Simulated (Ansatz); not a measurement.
`FB(Cl)[SeH]` + SiH₄ → `[SiH3]B(Cl)[SeH]` + H–F  (formal exchange of groups at a B–F bond)

Calculated with Ansatz (gas phase, PBE0-D4/def2-TZVP geometries, no zero-point term in ΔE). CCSD(T)/CBS is the MP2 limit (def2-TZVPP, def2-QZVPP) plus CCSD(T) − MP2 in def2-TZVPP, frozen cores. This one scheme is used for every species. Functionals use def2-TZVPP. B3LYP here is the variant with VWN-RPA as its local correlation; programs differ in this. For Se outer-core shells are correlated without core-valence functions, which leaves a few kJ/mol of doubt a bond. Scalar relativity is left out up to krypton. Each species was taken in one conformer, which may not be the lowest.

| level | ΔE (kcal/mol) |
| --- | --- |
| r2SCAN-D4 | 34.0 |
| PBE0-D4 | 30.9 |
| B3LYP-D4 | 33.9 |
| B3LYP | 36.2 |
| CCSD(T)/def2-TZVPP | 32.7 |
| SCS-MP2/def2-QZVPP | 33.2 |
| MP2/CBS(def2) | 30.7 |
| CCSD/CBS(def2) | 31.9 |

What does CCSD(T)/CBS give? (Estimate.)

Ansatz gave: +30.9 kcal/mol. The listed levels differ from it by 3.1, 0.0, 3.0, 5.3, 1.8, 2.3, -0.2, 1.0 kcal/mol.

Largest T1 diagnostic among the species: 0.013.

The D4 term adds −2.3 kcal/mol with B3LYP and −1.3 kcal/mol with PBE0; it sums over pairs of atoms, weighted by their polarisabilities, and B3LYP, whose exchange is more repulsive, gets the larger term. In def2-TZVPP, CCSD(T) changes the Hartree–Fock value by −7.7 kcal/mol (the triples alone add −1.0 kcal/mol) and MP2 by −7.9 kcal/mol.
